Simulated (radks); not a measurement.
Values are calculated unless marked as measured or tabulated.
Ionisation ladder of silicon, from Si to Si13+. Each ion is in the ground configuration listed by NIST, and IE = E(next ion) - E(this ion), with E = 0 for the bare nucleus. Level of theory: non-relativistic Kohn-Sham, PBE, spin-polarised, spherical densities, point nucleus; open shells are filled with parallel spins first (a radial shooting solver on a logarithmic mesh with Libxc functionals).

| species | configuration | IE, Delta-SCF (eV) | -e(HOMO) (eV) | HOMO | <r> HOMO (bohr) | IE, NIST (eV) | kind | error (eV) |
|---|---|---|---|---|---|---|---|---|
| Si | [Ne] 3s2 3p2 | 8.275 | 4.630 | 3p up | 2.74 | 8.152 | exp. | +0.123 |
| Si+ | [Ne] 3s2 3p1 | 16.278 | 12.126 | 3p up | 2.44 | 16.346 | exp. | -0.068 |
| Si2+ | [Ne] 3s2 | 33.383 | 28.478 | 3s | 1.96 | 33.493 | exp. | -0.110 |
| Si3+ | [Ne] 3s1 | 45.575 | 40.317 | 3s up | 1.84 | 45.142 | exp. | +0.433 |
| Si4+ | [Ne] | 167.10 | 148.52 | 2p | 0.532 | 166.77 | exp. | +0.3 |
| Si5+ | [He] 2s2 2p5 | 205.69 | 186.06 | 2p down | 0.509 | 205.28 | semi-emp. | +0.4 |
| Si6+ | [He] 2s2 2p4 | 245.91 | 225.60 | 2p down | 0.490 | 246.57 | semi-emp. | -0.7 |
| Si7+ | [He] 2s2 2p3 | 304.42 | 281.18 | 2p up | 0.463 | 303.59 | semi-emp. | +0.8 |
| Si8+ | [He] 2s2 2p2 | 352.10 | 327.99 | 2p up | 0.446 | 351.3 | semi-emp. | +0.8 |
| Si9+ | [He] 2s2 2p1 | 400.99 | 376.43 | 2p up | 0.432 | 401.38 | semi-emp. | -0.4 |
| Si10+ | [He] 2s2 | 472.52 | 453.01 | 2s | 0.481 | 476.27 | semi-emp. | -3.8 |
| Si11+ | [He] 2s1 | 523.09 | 503.15 | 2s up | 0.470 | 523.42 | theory | -0.3 |
| Si12+ | [He] | 2430.7 | 2347.3 | 1s | 0.110 | 2437.7 | theory | -7.0 |
| Si13+ | 1s1 | 2664.4 | 2577.6 | 1s up | 0.107 | 2673.2 | theory | -8.8 |

Reference values: NIST Atomic Spectra Database (exp. = measured, semi-emp. = semi-empirical, theory = theoretical value adopted there). The ionisation energy per charge of the ion left behind rises most, in proportion, at Si12+ ([He]), from 43.591 to 186.97 eV. Against the entries that are not theoretical the mean signed error is +0.1 % and the largest +1.5 %. Open shells are spherical and high-spin; term and fine-structure splittings are not resolved.
